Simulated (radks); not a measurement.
Q: All-electron atom: Tc II in [Kr] 4d5 5s1. All-electron calculation, Dirac Kohn-Sham, LDA (Slater exchange, Perdew-Zunger correlation), spin-unpolarised, spherical densities, point nucleus; open shells fill j = l - 1/2 first. Program: a radial shooting solver on a logarithmic mesh with Libxc functionals. Some entries of the table are withheld. Estimate them.

orbital,occ.,eigenvalue (eV),<1/r> (bohr^-1)
1s1/2,2,-20837.46,44.66
2s1/2,2,-2979.383,10.19
2p1/2,2,-2749.803,10.17
2p3/2,4,-2631.744,9.663
3s1/2,2,-524.5792,3.502
3p1/2,2,-436.2857,(1)
3p3/2,4,-416.5274,(2)
3d3/2,4,(3),3.101
3d5/2,6,(4),3.069
4s1/2,2,-80.8635,1.302
4p1/2,2,(5),1.180
4p3/2,4,(6),1.143
4d3/2,4,-14.4085,0.8079
4d5/2,1,-14.1121,0.7983
5s1/2,1,-11.7025,0.4266
5p1/2,0,-7.2389,0.3422
5p3/2,0,-6.9956,0.3335
6s1/2,0,-3.1098,0.1763
5d3/2,0,-2.3751,0.1901
5d5/2,0,-2.3575,0.1890
4f5/2,0,-0.9479,(7)
4f7/2,0,-0.9479,(8)

A: 
(1) 3p1/2 <1/r> (bohr^-1): 3.405
(2) 3p3/2 <1/r> (bohr^-1): 3.281
(3) 3d3/2 eigenvalue (eV): -259.7087
(4) 3d5/2 eigenvalue (eV): -255.9068
(5) 4p1/2 eigenvalue (eV): -54.9589
(6) 4p3/2 eigenvalue (eV): -51.9669
(7) 4f5/2 <1/r> (bohr^-1): 0.08311
(8) 4f7/2 <1/r> (bohr^-1): 0.08311
